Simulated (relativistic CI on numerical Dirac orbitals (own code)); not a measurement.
Ligand-field terms of d7

Computed with a parametric ligand-field model of a d^n configuration (Racah B and C, spin-orbit zeta, crystal field), exact diagonalisation.

Field parameters in Wybourne normalisation: Oh B⁴₀ = 21Dq, B⁴₄ = √(5/14) B⁴₀; Td as Oh with Dq negative (B⁴₀ = 21Dq, B⁴₄ = √(5/14) B⁴₀). The field is a parameter set, without covalency.

Lowest levels for B = 980, C = 4190, ζ = 410 cm⁻¹, Oh, 10Dq = 3500 cm⁻¹?

Γ6 0 (S 1.50), Γ8 266 (S 1.50), Γ8 713 (S 1.50), Γ7 818 (S 1.50), Γ6 3361 (S 1.50), Γ8 3425 (S 1.50), Γ8 3494 (S 1.50), Γ7 3635 (S 1.50), Γ8 7017 (S 1.50) cm⁻¹, with S from ⟨S²⟩ = S(S + 1). The ground level has 2.15 electrons in the cubic e pair.

Lowest levels for B = 620, C = 3090, ζ = 450 cm⁻¹, Td, 10Dq = -9500 cm⁻¹?

Γ8 0 (S 1.50), Γ8 9302 (S 1.49), Γ6 9402 (S 1.50), Γ8 9599 (S 1.50), Γ7 9721 (S 1.50), Γ8 13682 (S 0.55), Γ6 13914 (S 0.86), Γ8 14011 (S 0.88), Γ6 14605 (S 1.27) cm⁻¹, with S from ⟨S²⟩ = S(S + 1). The ground level has 4.00 electrons in the cubic e pair.

Lowest levels for B = 1040, C = 3820, ζ = 110 cm⁻¹, Oh, 10Dq = 25150 cm⁻¹?

Γ8 0 (S 0.50), Γ6 5988 (S 1.50), Γ8 6059 (S 1.50), Γ7 6178 (S 1.50), Γ8 6181 (S 1.50), Γ8 22597 (S 0.50), Γ6 22671 (S 0.50), Γ8 23322 (S 0.50), Γ7 23372 (S 0.50) cm⁻¹, with S from ⟨S²⟩ = S(S + 1). The ground level has 1.04 electrons in the cubic e pair.

Lowest levels for B = 400, C = 1970, ζ = 280 cm⁻¹, Td, 10Dq = -2350 cm⁻¹?

Γ8 0 (S 1.50), Γ8 2248 (S 1.50), Γ6 2320 (S 1.50), Γ8 2457 (S 1.50), Γ7 2515 (S 1.50), Γ6 3774 (S 1.50), Γ8 4008 (S 1.50), Γ7 4303 (S 1.50), Γ8 4357 (S 1.50) cm⁻¹, with S from ⟨S²⟩ = S(S + 1). The ground level has 3.98 electrons in the cubic e pair.

Lowest levels for B = 910, C = 3340, ζ = 850 cm⁻¹, Oh, 10Dq = 6600 cm⁻¹?

Γ6 0 (S 1.50), Γ8 524 (S 1.50), Γ8 1379 (S 1.49), Γ7 1681 (S 1.50), Γ6 6580 (S 1.50), Γ8 6662 (S 1.49), Γ8 6783 (S 1.49), Γ7 7128 (S 1.49), Γ8 10832 (S 0.52) cm⁻¹, with S from ⟨S²⟩ = S(S + 1). The ground level has 2.11 electrons in the cubic e pair.
